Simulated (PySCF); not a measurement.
## Electronic absorption of C5H6NPS

C5H6NPS.
SMILES: `CSc1cncpc1`

Theory: PySCF 2.14.0, density-fitted response routines, TDDFT PBE0/def2-SVPD, vertical, gas phase, core orbitals frozen in the response. Isolated species at its PBE0-D3(BJ)/def2-SVP geometry (one conformer only). Torsions of this conformer, `[CH3:1][S:2][c:3]1[cH:4][n:5][cH:6][p:7][cH:8]1`: C1–S2–C3–C4 1°.

Q: Predict the UV-vis stick spectrum at this level.

A: 

```json
{"state": "S1", "E (eV)": "3.73", "λ (nm)": "332.6", "ν̃ (cm⁻¹)": "30070", "f": "0.0049", "|μ| (D)": "0.59", "symmetry": "A″", "main configurations (H = HOMO, L = LUMO)": "H-1→L (99%)"}
{"state": "S2", "E (eV)": "3.83", "λ (nm)": "323.5", "ν̃ (cm⁻¹)": "30910", "f": "0.016", "|μ| (D)": "1.04", "symmetry": "A′", "main configurations (H = HOMO, L = LUMO)": "H→L (93%)"}
{"state": "S3", "E (eV)": "4.17", "λ (nm)": "297.6", "ν̃ (cm⁻¹)": "33600", "f": "0.0001", "|μ| (D)": "0.09", "symmetry": "–", "main configurations (H = HOMO, L = LUMO)": "H-1→L+1 (99%)"}
{"state": "S4", "E (eV)": "4.61", "λ (nm)": "269.2", "ν̃ (cm⁻¹)": "37150", "f": "0.176", "|μ| (D)": "3.18", "symmetry": "A′", "main configurations (H = HOMO, L = LUMO)": "H→L+1 (90%)"}
{"state": "S5", "E (eV)": "5.31", "λ (nm)": "233.3", "ν̃ (cm⁻¹)": "42860", "f": "0.137", "|μ| (D)": "2.61", "symmetry": "A′", "main configurations (H = HOMO, L = LUMO)": "H-2→L (46%), H-2→L+1 (36%), H-4→L (10%)"}
{"state": "S6", "E (eV)": "5.43", "λ (nm)": "228.5", "ν̃ (cm⁻¹)": "43760", "f": "0.0076", "|μ| (D)": "0.61", "symmetry": "A″", "main configurations (H = HOMO, L = LUMO)": "H-3→L (95%)"}
{"state": "S7", "E (eV)": "5.47", "λ (nm)": "226.8", "ν̃ (cm⁻¹)": "44080", "f": "0.0001", "|μ| (D)": "0.08", "symmetry": "–", "main configurations (H = HOMO, L = LUMO)": "H→L+2 (88%)"}
{"state": "S8", "E (eV)": "5.55", "λ (nm)": "223.6", "ν̃ (cm⁻¹)": "44730", "f": "0.233", "|μ| (D)": "3.33", "symmetry": "A′", "main configurations (H = HOMO, L = LUMO)": "H-2→L+1 (44%), H-2→L (42%)"}
{"state": "S9", "E (eV)": "5.83", "λ (nm)": "212.5", "ν̃ (cm⁻¹)": "47050", "f": "0.0053", "|μ| (D)": "0.49", "symmetry": "A″", "main configurations (H = HOMO, L = LUMO)": "H-3→L+1 (97%)"}
{"state": "S10", "E (eV)": "6.08", "λ (nm)": "204.0", "ν̃ (cm⁻¹)": "49020", "f": "0.011", "|μ| (D)": "0.68", "symmetry": "A″", "main configurations (H = HOMO, L = LUMO)": "H→L+3 (92%)"}
```

Triplets (Tamm–Dancoff): T1 3.04 eV, H→L (64%), H-2→L (23%), H→L+1 (10%); T2 3.28 eV, H-1→L (89%); T3 3.34 eV, H→L+1 (55%), H→L (27%), H-2→L (11%); T4 3.72 eV, H-1→L+1 (84%).

The lowest singlet comes at 333 nm (360 kJ/mol) in the ultraviolet; it is very weak; its leading configuration is HOMO-1→LUMO (99%). The most intense listed level is S8 at 5.55 eV (224 nm, f = 0.233), 1.82 eV above S1. Löwdin shares by element: HOMO sulfur 46%, carbon 31% or more (atoms not listed hold the other 24%); LUMO carbon 38% or more, phosphorus 33%, nitrogen 10% (atoms not listed hold the other 19%). Of the 10 states listed, 5 reach f = 0.01 and 2 stay under 0.0005. Weighted by f, the mean energy of these states is 5.16 eV. Orbital energies (eV): HOMO-3 -8.63, HOMO-2 -7.77, HOMO-1 -7.13, HOMO -6.63, LUMO -1.89, LUMO+1 -1.36, LUMO+2 0.18. All these states lie below the vertical ionisation energy of 8.35 eV (ΔSCF). Symmetry labels in Cs follow from the direction of the transition dipole and are given only for states with f of 0.002 or more. Only the lowest 10 singlets were computed, as vertical energies without vibronic structure.

Time: 7.2 min; peak memory 0.89 GiB. Hardware: an Arm Neoverse N1 with one thread, on a shared host.
